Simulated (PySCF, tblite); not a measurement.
Isomers of C4H8F2O2Si. All values are computed: GFN2-xTB (tblite) harmonic vibrations without scaling, gas phase. The method is semi-empirical: single wavenumbers can be off by several per cent or more. Modes of hydrogen on silicon can be 10 to 20 % off. One conformer each.

Electronic energies: PBE0/pcSseg-1 single points on the GFN2-xTB geometries (PySCF, gas phase).

```csv
SMILES,"electronic energy, lowest = 0 (kcal/mol)"
C=C(OC[SiH3])OC(F)F,22.1
CO[SiH2]C(OC)=C(F)F,16.2
C=C(O[SiH3])OCC(F)F,0.0
```

Question: How do GFN2-xTB zero-point energies change the relative energies?

Answer: 
```csv
SMILES,ZPE (kcal/mol),of it from modes above 1550 cm⁻¹,electronic (kcal/mol),"with ZPE, lowest = 0 (kcal/mol)",lowest mode (cm⁻¹),rings
C=C(O[SiH3])OCC(F)F,71.1,33.9,0.0,0.0,31,0
CO[SiH2]C(OC)=C(F)F,72.3,34.7,16.2,17.3,16,0
C=C(OC[SiH3])OC(F)F,70.5,33.9,22.1,21.5,33,0
```

The zero-point energies span 1.8 kcal/mol, from `C=C(OC[SiH3])OC(F)F` to `CO[SiH2]C(OC)=C(F)F`. The order is unchanged.

Question: And how do the electronic energies of GFN2-xTB itself compare?

Answer: `C=C(O[SiH3])OCC(F)F` 0.0; `CO[SiH2]C(OC)=C(F)F` 16.2; `C=C(OC[SiH3])OC(F)F` 38.0 kcal/mol, lowest = 0. Against the energies above, taken from the same isomer `C=C(O[SiH3])OCC(F)F`, the largest difference is 15.9 kcal/mol.
